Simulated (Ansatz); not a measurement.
Cl₂GeH₄OSi, SMILES `Cl[SiH](Cl)[O][GeH3]` at its PBE0-D4/def2-TZVP geometry, where that method's forces vanish. The species carries charge 0 and has multiplicity 1.

```json
{"atom": "Cl1", "x (Å)": "1.8857", "y (Å)": "-0.5284", "z (Å)": "1.8154"}
{"atom": "Si2", "x (Å)": "0.2081", "y (Å)": "-1.2371", "z (Å)": "0.8825"}
{"atom": "Cl3", "x (Å)": "-1.3814", "y (Å)": "-0.8737", "z (Å)": "2.1186"}
{"atom": "O4", "x (Å)": "0.0007", "y (Å)": "-0.5163", "z (Å)": "-0.5342"}
{"atom": "Ge5", "x (Å)": "-0.2230", "y (Å)": "1.1591", "z (Å)": "-1.1270"}
{"atom": "H6", "x (Å)": "0.3441", "y (Å)": "-2.6879", "z (Å)": "0.6961"}
{"atom": "H7", "x (Å)": "-1.4890", "y (Å)": "1.7193", "z (Å)": "-0.4680"}
{"atom": "H8", "x (Å)": "1.0277", "y (Å)": "1.9575", "z (Å)": "-0.7410"}
{"atom": "H9", "x (Å)": "-0.3729", "y (Å)": "1.0075", "z (Å)": "-2.6424"}
```

Problem. For each bond, give half the difference of the two atoms' forces along it (eV/Å; positive pushes the atoms apart) under PBE-D4, r2SCAN-D4, B3LYP-D4, ωB97M-V in def2-TZVPP. (Best estimate.)

Solution. Ansatz gave: 
```
   bond  length (Å)  PBE-D4  r2SCAN-D4  B3LYP-D4  ωB97M-V
Cl1–Si2       2.046    0.11       0.04      0.19     0.06
Si2–Cl3       2.046    0.11       0.04      0.19     0.06
 Si2–O4       1.603    0.31       0.06      0.00     0.05
 Si2–H6       1.469    0.01      -0.05     -0.21    -0.24
 O4–Ge5       1.791    0.22       0.04      0.20     0.11
 Ge5–H7       1.533    0.03      -0.05     -0.03    -0.08
 Ge5–H8       1.533    0.03      -0.05     -0.03    -0.08
 Ge5–H9       1.530    0.05      -0.05     -0.05    -0.10
```

B3LYP here is the variant with VWN-RPA as its local correlation; programs differ in this.
